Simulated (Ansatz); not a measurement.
Consider the ligand exchange at a B–C bond: `CB(C)[SeH]` + H₂Se → `CB([SeH])[SeH]` + CH₄.

Gas-phase electronic energies from Ansatz, PBE0-D4/def2-TZVP geometries. CCSD(T)/CBS is the MP2 limit (def2-TZVPP, def2-QZVPP) plus CCSD(T) − MP2 in def2-TZVPP, frozen cores. This one scheme is used for every species. Functionals use def2-TZVPP. B3LYP here is the variant with VWN-RPA as its local correlation; programs differ in this. For Se outer-core shells are correlated without core-valence functions, which leaves a few kJ/mol of doubt a bond. Scalar relativity is left out up to krypton. One conformer a species, not always the lowest.

| level | ΔE (kJ/mol) |
| --- | --- |
| r2SCAN-D4 | -72.2 |
| B3LYP-D4 | -69.6 |
| ωB97X-V | -66.2 |
| B2PLYP | -70.4 |
| HF/def2-TZVPP | -60.4 |
| MP2/def2-QZVPP | -79.7 |
| SCS-MP2/def2-QZVPP | -75.0 |
| HF/CBS(def2) | -59.2 |

Q: What does CCSD(T)/CBS give? (An estimate is asked.)

A: Computed: -72.6 kJ/mol. The listed levels differ from it by 0.4, 3.0, 6.4, 2.2, 12.2, -7.1, -2.4, 13.4 kJ/mol.

Largest T1 diagnostic among the species: 0.011.

The D4 term adds −4.2 kJ/mol with B3LYP and −2.0 kJ/mol with PBE0; it sums over pairs of atoms, weighted by their polarisabilities, and B3LYP, whose exchange is more repulsive, gets the larger term. In def2-TZVPP, CCSD(T) changes the Hartree–Fock value by −10.9 kJ/mol (the triples alone add −3.2 kJ/mol) and MP2 by −18.9 kJ/mol.
